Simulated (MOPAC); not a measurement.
MOPAC input (AM1):

```
AM1 FORCE THERMO(298,298) PRECISE LET CHARGE=-1 GEO-OK AUX(PRECISION=9) THREADS=1
C2H4B

B    -0.21867871 1    0.08880671 1    1.21705898 1
H    -0.83089173 1   -0.49142234 1    2.07513306 1
H     0.38483455 1    1.04340415 1    1.62511485 1
C    -0.21373422 1   -0.33942372 1   -0.20953774 1
C     0.43873859 1    0.24740869 1   -1.22986286 1
H    -0.82527277 1   -1.23508047 1   -0.38641561 1
H     1.04292999 1    1.14691322 1   -1.00587966 1
```

From the output:

```
     H    7   5.043166

          HEAT OF FORMATION =      72.773198 KCALS/MOLE

          ZERO POINT ENERGY      33.001 KCAL/MOL

           NORMAL COORDINATE ANALYSIS (Total motion = 1 Angstrom)

   Root No.       1         2         3         4         5         6         7         8

                 1 A"      1 A'      2 A"      2 A'      3 A"      3 A'      4 A"      4 A'

                 292.4     371.9     588.7     849.1     919.2     988.6    1042.2    1168.2

           1    0.0000    0.0622    0.0000    0.0642    0.0000    0.0550   -0.0000    0.0025
           2   -0.0000    0.0115   -0.0000   -0.0254   -0.0000    0.0004    0.0000    0.0344
           3    0.0078   -0.0000    0.0063   -0.0000    0.0199   -0.0000   -0.0963    0.0000
           4    0.0001    0.0645   -0.0000    0.0549   -0.0000    0.0486    0.0001    0.0144
           5   -0.0000   -0.1678    0.0000    0.2821    0.0000    0.1677   -0.0000    0.2994
           6    0.4371   -0.0000   -0.0779   -0.0000   -0.0714   -0.0000    0.3169    0.0000
           7   -0.0001    0.2394   -0.0001   -0.2119   -0.0000   -0.0826    0.0001    0.3253
           8    0.0000    0.0866    0.0000   -0.1339    0.0000   -0.0527   -0.0000    0.1816
           9   -0.3110   -0.0001   -0.2295    0.0001   -0.0100    0.0000    0.3224   -0.0001
          10   -0.0000   -0.0410    0.0000   -0.0108   -0.0000   -0.0194    0.0000   -0.0024
          11    0.0000    0.0767   -0.0000    0.0165    0.0000    0.0308   -0.0000   -0.0514
          12   -0.0595    0.0000    0.0678   -0.0000   -0.0613    0.0000    0.0406   -0.0000
          13    0.0000   -0.0258   -0.0000   -0.0079   -0.0000   -0.0624   -0.0000   -0.0154
          14   -0.0000   -0.0738    0.0000    0.0095    0.0000   -0.0689    0.0000   -0.0071
          15    0.0410    0.0000   -0.0627    0.0000   -0.0184    0.0000   -0.0243    0.0000
          16   -0.0000   -0.0001   -0.0000   -0.1078    0.0001    0.0385    0.0000   -0.1582
          17    0.0000    0.0936    0.0000   -0.0558   -0.0000    0.0695   -0.0000   -0.1544
          18   -0.0668    0.0000   -0.1881    0.0000    0.4940   -0.0000    0.0345    0.0000
          19    0.0000   -0.1745    0.0001   -0.2010    0.0001    0.3803    0.0000    0.0033
          20   -0.0000   -0.1700   -0.0000   -0.1300   -0.0000    0.2651   -0.0000    0.0019
          21    0.0768    0.0000    0.3677    0.0001    0.3250   -0.0001    0.1651    0.0000

   Root No.       9        10        11        12        13        14        15

                 5 A'      6 A'      7 A'      8 A'      9 A'     10 A'     11 A'

                1204.3    1454.9    1690.1    3015.0    3137.1    3167.5    3195.2

           1    0.0009    0.0792   -0.0577   -0.0002   -0.0138   -0.0389    0.0441
           2   -0.0366    0.1307   -0.0745    0.0020    0.0016   -0.0293   -0.0448
           3   -0.0000   -0.0000    0.0000   -0.0000    0.0000    0.0000   -0.0000
           4    0.0054    0.0890   -0.0673   -0.0012    0.1530    0.5284   -0.2883
           5    0.1939   -0.2023    0.0410    0.0023   -0.0000   -0.0051   -0.0130
           6   -0.0000   -0.0000    0.0000    0.0000   -0.0000   -0.0001    0.0001
           7    0.1158   -0.1786    0.1180    0.0078    0.0105   -0.1341   -0.2041
           8    0.0212    0.0219   -0.0205   -0.0137   -0.0369    0.2819    0.4926
           9   -0.0000    0.0000   -0.0000   -0.0000   -0.0000    0.0000    0.0001
          10   -0.0242    0.0223    0.2410   -0.0080    0.0319   -0.0022    0.0062
          11   -0.0330   -0.1068    0.0722   -0.0041   -0.0455    0.0098   -0.0062
          12    0.0000   -0.0000   -0.0001    0.0000   -0.0000    0.0000    0.0000
          13   -0.0145   -0.0872   -0.1803    0.0486    0.0023   -0.0003    0.0005
          14    0.0276    0.0077   -0.0050   -0.0536   -0.0032   -0.0003   -0.0010
          15    0.0000    0.0000    0.0001   -0.0000   -0.0000   -0.0000    0.0000
          16    0.4117    0.1292    0.0452    0.0205   -0.4065    0.0526   -0.0530
          17    0.2717   -0.0247   -0.0551   -0.0247    0.5844   -0.0801    0.0755
          18   -0.0001   -0.0000   -0.0000    0.0000    0.0001    0.0000    0.0000
          19   -0.0810   -0.1171   -0.2012   -0.5087   -0.0168   -0.0006   -0.0082
          20   -0.0301   -0.0156    0.0332    0.7010    0.0160    0.0043    0.0103
          21    0.0000    0.0000    0.0001    0.0001   -0.0000   -0.0000   -0.0000

           MASS-WEIGHTED COORDINATE ANALYSIS (NORMAL COORDINATES)

   Root No.       1         2         3         4         5         6         7         8

                 1 A"      1 A'      2 A"      2 A'      3 A"      3 A'      4 A"      4 A'

                 292.4     371.9     588.7     849.1     919.2     988.6    1042.2    1168.2

           1    0.0000    0.3345    0.0000    0.4010    0.0000    0.2804   -0.0001    0.0144
           2   -0.0000    0.0616   -0.0000   -0.1584   -0.0000    0.0020    0.0000    0.1974
           3    0.0426   -0.0001    0.0357   -0.0001    0.1018   -0.0001   -0.5264    0.0000
           4    0.0002    0.1058   -0.0000    0.1047   -0.0000    0.0757    0.0001    0.0253
           5   -0.0000   -0.2753    0.0000    0.5379    0.0000    0.2611   -0.0000    0.5250
           6    0.7276   -0.0000   -0.1353   -0.0000   -0.1118   -0.0000    0.5290    0.0000
           7   -0.0001    0.3929   -0.0001   -0.4041   -0.0000   -0.1285    0.0001    0.5704
           8    0.0000    0.1421    0.0000   -0.2553    0.0000   -0.0821   -0.0000    0.3184
           9   -0.5176   -0.0001   -0.3986    0.0001   -0.0157    0.0000    0.5381   -0.0001
          10   -0.0001   -0.2325    0.0001   -0.0712   -0.0001   -0.1041    0.0001   -0.0145
          11    0.0000    0.4347   -0.0000    0.1084    0.0000    0.1657   -0.0000   -0.3112
          12   -0.3416    0.0001    0.4064   -0.0000   -0.3315    0.0000    0.2337   -0.0000
          13    0.0001   -0.1463   -0.0001   -0.0520   -0.0000   -0.3355   -0.0000   -0.0931
          14   -0.0000   -0.4182    0.0000    0.0626    0.0000   -0.3704    0.0000   -0.0430
          15    0.2355    0.0000   -0.3760    0.0000   -0.0996    0.0001   -0.1400    0.0000
          16   -0.0000   -0.0002   -0.0001   -0.2055    0.0002    0.0600    0.0000   -0.2773
          17    0.0000    0.1536    0.0000   -0.1064   -0.0000    0.1081   -0.0000   -0.2707
          18   -0.1112    0.0000   -0.3268    0.0000    0.7734   -0.0000    0.0575    0.0000
          19    0.0000   -0.2863    0.0002   -0.3833    0.0001    0.5921    0.0001    0.0058
          20   -0.0000   -0.2790   -0.0000   -0.2479   -0.0000    0.4127   -0.0000    0.0033
          21    0.1279    0.0000    0.6388    0.0001    0.5088   -0.0001    0.2756    0.0000

   Root No.       9        10        11        12        13        14        15

                 5 A'      6 A'      7 A'      8 A'      9 A'     10 A'     11 A'

                1204.3    1454.9    1690.1    3015.0    3137.1    3167.5    3195.2

           1    0.0048    0.3361   -0.1654   -0.0005   -0.0599   -0.1981    0.2230
           2   -0.2031    0.5544   -0.2137    0.0074    0.0071   -0.1495   -0.2263
           3   -0.0000   -0.0001    0.0000   -0.0000    0.0000    0.0001   -0.0001
           4    0.0092    0.1152   -0.0589   -0.0013    0.2024    0.8227   -0.4450
           5    0.3286   -0.2620    0.0359    0.0026   -0.0000   -0.0079   -0.0200
           6   -0.0000   -0.0000    0.0000    0.0000   -0.0000   -0.0002    0.0001
           7    0.1962   -0.2313    0.1033    0.0086    0.0138   -0.2087   -0.3152
           8    0.0359    0.0284   -0.0180   -0.0152   -0.0488    0.4389    0.7605
           9   -0.0000    0.0001   -0.0000   -0.0000   -0.0000    0.0000    0.0001
          10   -0.1417    0.0999    0.7285   -0.0307    0.1458   -0.0117    0.0331
          11   -0.1929   -0.4775    0.2183   -0.0155   -0.2079    0.0529   -0.0332
          12    0.0000   -0.0000   -0.0002    0.0000   -0.0000    0.0000    0.0000
          13   -0.0847   -0.3897   -0.5449    0.1858    0.0106   -0.0016    0.0029
          14    0.1614    0.0344   -0.0153   -0.2049   -0.0148   -0.0017   -0.0051
          15    0.0000    0.0001    0.0002   -0.0001   -0.0000   -0.0000    0.0000
          16    0.6977    0.1673    0.0396    0.0227   -0.5378    0.0819   -0.0817
          17    0.4605   -0.0320   -0.0482   -0.0274    0.7732   -0.1247    0.1166
          18   -0.0002   -0.0000   -0.0000    0.0000    0.0002    0.0000    0.0000
          19   -0.1373   -0.1517   -0.1761   -0.5635   -0.0222   -0.0009   -0.0127
          20   -0.0511   -0.0202    0.0290    0.7766    0.0212    0.0067    0.0160
          21    0.0001    0.0000    0.0001    0.0002   -0.0000   -0.0000   -0.0000

          DESCRIPTION OF VIBRATIONS

 VIBRATION          1    1A"         ATOM PAIR     ENERGY CONTRIBUTION    RADIAL
 FREQUENCY           292.36         B 1 -- H 2         +45.9% (143.2%)      0.0%
 TRANSITION DIPOLE   0.0696         B 1 -- H 3         +31.3% (118.3%)      0.0%
 TRAVEL (Ang.)       0.6442         C 4 -- C 5         +10.7% ( 69.3%)      0.0%
 REDUCED MASS        0.5558         B 1 -- C 4          +8.0% ( 60.0%)      0.0%
 EFFECTIVE MASS      5.1939
 FORCE CONSTANT      0.0280

 VIBRATION          2    1A'         ATOM PAIR     ENERGY CONTRIBUTION    RADIAL
 FREQUENCY           371.87         B 1 -- C 4         +26.5% (174.2%)      0.0%
 TRANSITION DIPOLE   0.3883         C 4 -- C 5         +25.7% (171.2%)      0.1%
 TRAVEL (Ang.)       0.3623         B 1 -- H 3         +16.5% (137.5%)     26.1%
 REDUCED MASS        1.3814         C 4 -- H 6         +12.9% (121.3%)     99.1%
 EFFECTIVE MASS     25.6280         B 1 -- H 2         +11.5% (114.6%)     31.5%
 FORCE CONSTANT      0.1126

 VIBRATION          3    2A"         ATOM PAIR     ENERGY CONTRIBUTION    RADIAL
 FREQUENCY           588.65         C 5 -- H 7         +44.3% ( 88.7%)      0.0%
 TRANSITION DIPOLE   0.4002         C 4 -- H 6         +26.0% ( 67.9%)      0.0%
 TRAVEL (Ang.)       0.3849         B 1 -- H 3         +11.7% ( 45.5%)      0.0%
 REDUCED MASS        0.7730         C 4 -- C 5         +11.1% ( 44.5%)      0.0%
 EFFECTIVE MASS      3.6258
 FORCE CONSTANT      0.1578

 VIBRATION          4    2A'         ATOM PAIR     ENERGY CONTRIBUTION    RADIAL
 FREQUENCY           849.10         B 1 -- H 3         +31.5% ( 81.3%)      8.1%
```

The dipole moment of an ion depends on the origin.
